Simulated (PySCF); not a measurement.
Molfile (atoms numbered from 1):
```
C6H9F
     RDKit          3D

 16 17  0  0  0  0  0  0  0  0999 V2000
    1.8854    0.4077   -0.5588 C   0  0  0  0  0  0  0  0  0  0  0  0
    0.9134   -0.5757    0.0356 C   0  0  2  0  0  0  0  0  0  0  0  0
   -0.1838   -1.1559   -0.8281 C   0  0  2  0  0  0  0  0  0  0  0  0
   -0.2627   -0.7383   -2.1204 F   0  0  0  0  0  0  0  0  0  0  0  0
   -0.5140   -0.1956    0.2296 C   0  0  0  0  0  0  0  0  0  0  0  0
   -1.5018   -0.0323    1.3171 C   0  0  0  0  0  0  0  0  0  0  0  0
   -1.2821    1.0643    0.2965 C   0  0  0  0  0  0  0  0  0  0  0  0
    2.7598   -0.1072   -0.9859 H   0  0  0  0  0  0  0  0  0  0  0  0
    1.4095    0.9860   -1.3628 H   0  0  0  0  0  0  0  0  0  0  0  0
    2.2497    1.1144    0.2032 H   0  0  0  0  0  0  0  0  0  0  0  0
    1.3344   -1.2715    0.7723 H   0  0  0  0  0  0  0  0  0  0  0  0
   -0.4524   -2.2139   -0.7304 H   0  0  0  0  0  0  0  0  0  0  0  0
   -2.4338   -0.6034    1.2662 H   0  0  0  0  0  0  0  0  0  0  0  0
   -1.1213    0.1310    2.3301 H   0  0  0  0  0  0  0  0  0  0  0  0
   -0.7622    1.9721    0.6179 H   0  0  0  0  0  0  0  0  0  0  0  0
   -2.0572    1.2261   -0.4585 H   0  0  0  0  0  0  0  0  0  0  0  0
  1  2  1  0
  2  3  1  0
  3  4  1  0
  3  5  1  0
  5  6  1  0
  6  7  1  0
  5  2  1  0
  7  5  1  0
  1  8  1  0
  1  9  1  0
  1 10  1  0
  2 11  1  1
  3 12  1  6
  6 13  1  0
  6 14  1  0
  7 15  1  0
  7 16  1  0
M  END
```

How the numbers were obtained: spin–spin couplings from B3LYP/pcJ-1 (spin–dipole term only in couplings to heteroatoms), σ from GIAO-B97-2/pcSseg-1, coordinates at the PBE0-D3(BJ)/def2-SVP level, in PySCF 2.14.0 with density-fitted response routines (isolated molecule, averaged over atoms made equivalent by symmetry, fast rotation or ring inversion, one conformer, no relativistic terms).

Shifts are taken against calculated references (same method and geometry level): $^{1}$H against TMS.

The spectrum was simulated from the full spin Hamiltonian at 200 MHz with 0.6 Hz Lorentzian lines, from shifts rounded to 0.01 ppm and J to 0.1 Hz, couplings under 1 Hz left out.

Q: List the maxima of its $^{1}$H spectrum with integrals.

A: 
Maxima in ppm (height), grouped by integral:
1H: 4.587 (15), 4.582 (15), 4.554 (15), 4.550 (16), 4.211 (15), 4.206 (15), 4.178 (15), 4.173 (16)
3H: 1.197 (30), 1.193 (54), 1.188 (38), 1.183 (53), 1.159 (84), 1.150 (84)
5H: 1.016 (7), 1.013 (9), 0.981 (19), 0.973 (7), 0.947 (24), 0.940 (13), 0.917 (99), 0.914 (100), 0.904 (32), 0.899 (23), 0.886 (20), 0.880 (21), 0.872 (20), 0.868 (23), 0.851 (10), 0.844 (6), 0.804 (4), 0.784 (19), 0.776 (8), 0.767 (7), 0.761 (3), 0.751 (4), 0.743 (23), 0.732 (8), 0.725 (14), 0.699 (8), 0.687 (6), 0.684 (7)

Q: Summarise it as multiplets with assignments.

A: $^{1}$H NMR (200 MHz, computed): δ 4.38 (ddd, J = 75.2, 6.7, 1.3 Hz, 1H, H12), 1.17 (dd, J = 7.0, 1.9 Hz, 3H, H8/H9/H10), 0.95 (quint of d, J = 7.0, 1.2 Hz, 1H, H11), 0.92 (m, 1H, H13), 0.91 (m, 1H, H16), 0.89 (m, 1H, H15), 0.74 (m, 1H, H14). These are first-order names; overlap and second-order distortion can hide them in the list.

Splittings below 1 Hz are ignored in the labels, and close J values are merged. Unscaled 3J(H,H) at this level run about 10 % above measured values.
